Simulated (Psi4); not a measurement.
CH5GaN, doublet, geometry from GFN2-xTB (such geometries of metal compounds can be far from the true shape) (the spin is typed, not shown lowest); B3LYP/def2-TZVP run with Psi4.

Psi4 was given this input:
```
memory 2 GB

molecule mol {
0 2
  Ga    0.228562    0.181077    0.336952
  C    -0.653182    1.146628   -1.397479
  H    -1.719826    0.928237   -1.398145
  H    -0.188575    0.715344   -2.281931
  H    -0.492708    2.222605   -1.376019
  N    -0.033236   -1.703824    0.280737
  H    -0.967873   -2.073789    0.131070
  H     0.435315   -2.358791    0.899219
}

set basis def2-tzvp
set reference uks

energy('b3lyp')
print_variables()
```

The log (banner, timings and long lists left out):

```
   => Loading Basis Set <=

    Name: DEF2-TZVP
    Role: ORBITAL
    Keyword: BASIS

         ---------------------------------------------------------
                                   SCF
               by Justin Turney, Rob Parrish, Andy Simmonett
                          and Daniel G. A. Smith
                              UKS Reference
         ---------------------------------------------------------

  ==> Geometry <==

    Molecular point group: c1
    Full point group: C1

    Geometry (in Angstrom), charge = 0, multiplicity = 2:

       Center              X                  Y                   Z               Mass
    ------------   -----------------  -----------------  -----------------  -----------------
         GA           0.183611976567     0.162963437893     0.273644249929    68.925573500000
         C           -0.698132023433     1.128514437893    -1.460786750071    12.000000000000
         H           -1.764776023433     0.910123437893    -1.461452750071     1.007825032230
         H           -0.233525023433     0.697230437893    -2.345238750071     1.007825032230
         H           -0.537658023433     2.204491437893    -1.439326750071     1.007825032230
         N           -0.078186023433    -1.721937562107     0.217429249929    14.003074004430
         H           -1.012823023433    -2.091902562107     0.067762249929     1.007825032230
         H            0.390364976567    -2.376904562107     0.835911249929     1.007825032230

  Running in c1 symmetry.

  Rotational constants: A =      0.50181  B =      0.17152  C =      0.13196 [cm^-1]
  Rotational constants: A =  15044.03091  B =   5141.95217  C =   3956.09988 [MHz]
  Nuclear repulsion =  165.562639000861964

  Charge       = 0
  Multiplicity = 2
  Electrons    = 49
  Nalpha       = 25
  Nbeta        = 24

  ==> Algorithm <==

  SCF Algorithm Type is DF.
  DIIS enabled.
  MOM disabled.
  Fractional occupation disabled.
  Guess Type is SAD.
  Energy threshold   = 1.00e-06
  Density threshold  = 1.00e-06
  Integral threshold = 1.00e-12

  ==> Primary Basis <==

  Basis Set: DEF2-TZVP
    Blend: DEF2-TZVP
    Number of shells: 58
    Number of basis functions: 140
    Number of Cartesian functions: 157
    Spherical Harmonics?: true
    Max angular momentum: 3

  ==> DFT Potential <==

   => LibXC <=

    Version 7.1.2
    S. Lehtola, C. Steigemann, M. J. T. Oliveira, and M. A. L. Marques,  SoftwareX 7, 1–5 (2018) (10.1016/j.softx.2017.11.002)

   => Composite Functional: B3LYP <=

    B3LYP Hyb-GGA Exchange-Correlation Functional

    P. J. Stephens, F. J. Devlin, C. F. Chabalowski, and M. J. Frisch,  J. Phys. Chem. 98, 11623 (1994) (10.1021/j100096a001)

    Deriv               =              1
    GGA                 =           TRUE
    Meta                =          FALSE

    Exchange Hybrid     =           TRUE
    MP2 Hybrid          =          FALSE

   => Exchange Functionals <=

    0.0800   Slater exchange
    0.7200         Becke 88

   => Exact (HF) Exchange <=

    0.2000               HF

   => Correlation Functionals <=

    0.1900   Vosko, Wilk & Nusair (VWN5_RPA)
    0.8100   Lee, Yang & Parr

   => LibXC Density Thresholds  <==

    XC_HYB_GGA_XC_B3LYP:  1.00E-15

   => Molecular Quadrature <=

    Radial Scheme          =       TREUTLER
    Pruning Scheme         =           NONE
    Nuclear Scheme         =       TREUTLER

    Blocking Scheme        =         OCTREE
    BS radius alpha        =              1
    Pruning alpha          =              1
    Radial Points          =             75
    Spherical Points       =            302
    Total Points           =         173995
    Total Blocks           =           1369
    Max Points             =            256
    Max Functions          =            138
    Weights Tolerance      =       1.00E-15

   => Loading Basis Set <=

    Name: (DEF2-TZVP AUX)
    Role: JKFIT
    Keyword: DF_BASIS_SCF

  ==> Integral Setup <==

[...]

   -------------------------
    Irrep   Nso     Nmo
   -------------------------
     A        140     140
   -------------------------
    Total     140     140
   -------------------------

  ==> Iterations <==

                           Total Energy        Delta E     RMS |[F,P]|

   @DF-UKS iter SAD: -2016.82770713807508   -2.01683e+03   0.00000e+00
   @DF-UKS iter   1: -2018.70297832795814   -1.87527e+00   2.35830e-02 ADIIS/DIIS
   @DF-UKS iter   2: -1965.98330243658188    5.27197e+01   7.35019e-02 ADIIS/DIIS
   @DF-UKS iter   3: -2019.92103405213811   -5.39377e+01   1.39569e-02 ADIIS/DIIS
   @DF-UKS iter   4: -2020.54150495036515   -6.20471e-01   5.25758e-03 ADIIS/DIIS
   @DF-UKS iter   5: -2020.78835240134254   -2.46847e-01   8.76787e-04 ADIIS/DIIS
   @DF-UKS iter   6: -2020.79326313702518   -4.91074e-03   3.96864e-04 ADIIS/DIIS
   @DF-UKS iter   7: -2020.79477945314034   -1.51632e-03   1.88444e-04 ADIIS/DIIS
   @DF-UKS iter   8: -2020.79518251767490   -4.03065e-04   2.21064e-05 DIIS
   @DF-UKS iter   9: -2020.79519051219154   -7.99452e-06   9.06238e-06 DIIS
   @DF-UKS iter  10: -2020.79519215619894   -1.64401e-06   2.18002e-06 DIIS
   @DF-UKS iter  11: -2020.79519233836163   -1.82163e-07   6.61459e-07 DIIS
  Energy and wave function converged.

  ==> Post-Iterations <==

   Electrons on quadrature grid:
      Nalpha   =   24.9999948671 ; deviation = -5.133e-06
      Nbeta    =   23.9999950605 ; deviation = -4.939e-06
      Ntotal   =   48.9999899277 ; deviation = -1.007e-05

   @Spin Contamination Metric:   4.833462304E-03
   @S^2 Expected:                7.500000000E-01
   @S^2 Observed:                7.548334623E-01
   @S   Expected:                5.000000000E-01
   @S   Observed:                5.000000000E-01

    Orbital Energies [Eh]
    ---------------------

    Alpha Occupied:

[...]
      25A     -0.190989

    Alpha Virtual:

[...]
     140A     31.693735

    Beta Occupied:

[...]
    Beta Virtual:

[...]
    Final Occupation by Irrep:
              A
    DOCC [    24 ]
    SOCC [     1 ]
    NA   [    25 ]
    NB   [    24 ]

  @DF-UKS Final Energy: -2020.79519233836163

   => Energetics <=

    Nuclear Repulsion Energy =            165.5626390008619637
    One-Electron Energy =               -3143.0570959370093078
    Two-Electron Energy =                1028.6044806501174662
    DFT Exchange-Correlation Energy =     -71.9052160523316957
    Empirical Dispersion Energy =           0.0000000000000000
    VV10 Nonlocal Energy =                  0.0000000000000000
    Total Energy =                      -2020.7951923383616304

  UHF NO Occupations:
  HONO-2 :   23  A 1.9996155
  HONO-1 :   24  A 1.9981953
  HONO-0 :   25  A 1.0000000
  LUNO+0 :   26  A 0.0018047
  LUNO+1 :   27  A 0.0003845
  LUNO+2 :   28  A 0.0000656
  LUNO+3 :   29  A 0.0000442

Computation Completed

Properties will be evaluated at   0.000000,   0.000000,   0.000000 [a0]

Properties computed using the SCF density matrix

 Multipole Moments:

 ------------------------------------------------------------------------------------
     Multipole            Electronic (a.u.)      Nuclear  (a.u.)        Total (a.u.)
 ------------------------------------------------------------------------------------

 L = 1.  Multiply by 2.5417464519 to convert [e a0] to [Debye]
 Dipole X            :          3.9515491           -4.1621977           -0.2106486
 Dipole Y            :          1.5837921           -1.6772671           -0.0934750
 Dipole Z            :          6.0780000           -5.8620982            0.2159018
 Magnitude           :                                                    0.3157911

 ------------------------------------------------------------------------------------

  Variable Map:
  ----------------------------------------------------------------------------
[...]
  Array Variable Map:
  ----------------------------------------------------------------------------
[...]
[...]
```
